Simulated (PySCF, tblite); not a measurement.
Isomers of C5H7FNO (doublet state), one GFN2-xTB conformer each. Single-point energies are computed at B3LYP/pcH-1 (PySCF, gas phase, no added dispersion term), electronic only. GFN2-xTB treats the open shell by occupation alone, and not every SCF solution was tested for stability.

Question: Rank them by B3LYP/pcH-1 energy, lowest first (kJ/mol).
A. `[CH3:1][NH:2][C:3]1=[CH:4][O:5][C@@H:6]([F:7])[CH:8]1` (doublet state) with C1–N2–C3–C4 -19°
B. `[CH3:1][NH:2][C:3]1=[CH:4][O:5][C:6]([F:7])[CH2:8]1` (doublet state) with C1–N2–C3–C4 -12°
C. `[F:1][CH2:2][O:3][C@H:4]1[CH:5]=[N:6][CH:7][CH2:8]1` (doublet state) with F1–C2–O3–C4 70°, C2–O3–C4–C5 164°

Answer: A (0.0), C (8.9), B (60.4).

Neighbours under 21 kJ/mol apart (CNC1=CO[C@@H](F)[CH]1 and FCO[C@H]1C=N[CH]C1) can change places with a better method, another conformer or zero-point energy. GFN2-xTB itself gives, in the same order: 0.0, 19.5, 41.1. Both levels put the same isomer lowest; measured from each level's own lowest isomer, the values differ by up to 19.3 kJ/mol (CNC1=CO[C](F)C1: 41.1 against 60.4).

Question: What happens when harmonic zero-point energies from GFN2-xTB frequencies are added?

Answer: 
```
               SMILES  ZPE (kJ/mol)  electronic (kJ/mol)  with ZPE (kJ/mol)
CNC1=CO[C@@H](F)[CH]1         295.7                  0.0                0.0
   FCO[C@H]1C=N[CH]C1         295.3                  8.9                8.6
      CNC1=CO[C](F)C1         296.9                 60.4               61.6
```

The zero-point energies span 1.6 kJ/mol. The order is unchanged.
